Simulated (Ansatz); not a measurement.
A CCSD(T) single point on `F[Si](F)([SiH3])[SiH3]`.

```yaml
crystal:
  periodic: [false, false, false]
  atoms:
    - {symbol: F, position_ang: [0.648489, -0.825441, 1.979703]}
    - {symbol: Si, position_ang: [0.419984, -0.657505, 0.404278]}
    - {symbol: F, position_ang: [1.105874, -1.930357, -0.282594]}
    - {symbol: Si, position_ang: [-1.889703, -0.739388, -0.022888]}
    - {symbol: Si, position_ang: [1.556920, 1.272112, -0.308308]}
    - {symbol: H, position_ang: [-2.546400, 0.413079, 0.649192]}
    - {symbol: H, position_ang: [-2.113674, -0.634193, -1.489138]}
    - {symbol: H, position_ang: [-2.470822, -2.010559, 0.482098]}
    - {symbol: H, position_ang: [0.962316, 2.458499, 0.362544]}
    - {symbol: H, position_ang: [3.002420, 1.181176, 0.024626]}
    - {symbol: H, position_ang: [1.389999, 1.415576, -1.778915]}
basis:
  gaussian: {orbitals: def2-SVP}
correlation: {method: ccsd_t}
```

```sh
$ ansatz run in.yaml --threads 4 --pin off --events-out ev --progress --plain --max-ram 10444MiB
```

The program prints (abridged):

```
Functional definition: HF
1062 factors; integrals over basis functions are off by at most 1.1e-3 eV
mean field evaluation 1: about -29081.4683 eV, gradient 3.5e1 eV
mean field evaluation 2: about -29081.4702 eV, gradient 3.5e1 eV
mean field evaluation 4: about -29084.5038 eV, gradient 3.0e0 eV
mean field evaluation 8: about -29084.5532 eV, gradient 1.1e-1 eV
mean field evaluation 16: about -29084.5492 eV, gradient 5.0e-1 eV
mean field -29084.55330702 eV, -1068.8376198148 hartree, gradient 7.0e-7 eV, S^2 0.000000; 0 other end points of the search recorded, 0 dependent functions left out
17 core orbitals not correlated: weight in the atoms' cores, before any rotation towards them, 1.000 or more for the frozen orbitals, at most 0.000 for the correlated occupied ones
reference -29084.55330702 eV, -1068.8376198148 hartree; 16, 16 occupied and 79, 79 virtual orbitals, 1062 factors
second order -18.03567125 eV of doubles, -0.00000000 eV of singles
cycle   1  -18.97639021 eV  change   -9.4e-1 eV  update   1.1e-1
cycle   2  -19.52316927 eV  change   -5.5e-1 eV  update   3.4e-2
cycle   3  -19.65856960 eV  change   -1.4e-1 eV  update   1.8e-2
cycle   4  -19.65181355 eV  change    6.8e-3 eV  update   3.9e-3
cycle   5  -19.64969640 eV  change    2.1e-3 eV  update   1.5e-3
cycle   6  -19.64973188 eV  change   -3.5e-5 eV  update   4.0e-4
cycle   7  -19.64951782 eV  change    2.1e-4 eV  update   1.2e-4
cycle   8  -19.64945280 eV  change    6.5e-5 eV  update   3.6e-5
cycle   9  -19.64947151 eV  change   -1.9e-5 eV  update   1.2e-5
perturbative correction -0.39112934 eV, -0.0143737383 hartree
Total energy: -29104.59390788 eV, -1069.5740983123 hartree
```

Hardware: 4 threads of an AMD EPYC 7B13 on a shared host. Wall time 4.6 s, peak host memory 0.51 GiB.

Correlation energy per correlated electron: -0.626 eV. T1 diagnostic: 0.0131.
